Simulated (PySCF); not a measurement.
Job for PySCF: R-B3LYP/3-21G on CH4SSn (SMILES [CH3][Sn][SH]), a point of a torsion scan.

```python
from pyscf import gto, scf, dft, mp
from pyscf.data.elements import chemcore

mol = gto.M(
    atom='''
    C    -1.00592789   -0.14957736    0.06168956
    Sn    0.29710869    1.69665374   -0.14880084
    S     2.42138769    0.48165669    0.02302723
    H    -0.66357576   -0.94453715   -0.60366704
    H    -2.05100239    0.05166341   -0.17703646
    H    -0.98016956   -0.54808043    1.07916099
    H     2.00109640   -0.50813714    0.79107395
    ''',
    basis='3-21g',
    charge=0, spin=0, verbose=3, max_memory=1800)
mf = dft.RKS(mol, xc='b3lyp')
mf.conv_tol = 1e-8
mf.max_cycle = 100
mf.kernel()
if not mf.converged:
    mf = mf.newton().run(mf.mo_coeff, mf.mo_occ)
```

It printed:

```
converged SCF energy = -6435.39471961342
```

The run converged.

Cost: very roughly 6 core-seconds.
